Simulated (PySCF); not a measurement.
OZn, SMILES [O]=[Zn].

Geometry: PBE0-D3(BJ)/def2-TZVPD.

Vertical ionisation energy (IE) and electron affinity (EA) in eV. Rows of orbital energies are one-electron estimates. Where ΔSCF, EOM or ADC give a negative EA the extra electron is unbound and the value depends on the basis.

```tsv
level	IE	EA
−ε(HOMO), −ε(LUMO), PBE0/def2-TZVPD (PySCF)	7.09	4.22
−ε(HOMO), −ε(LUMO), CAM-B3LYP/def2-TZVPD (PySCF)	8.62	3.39
```
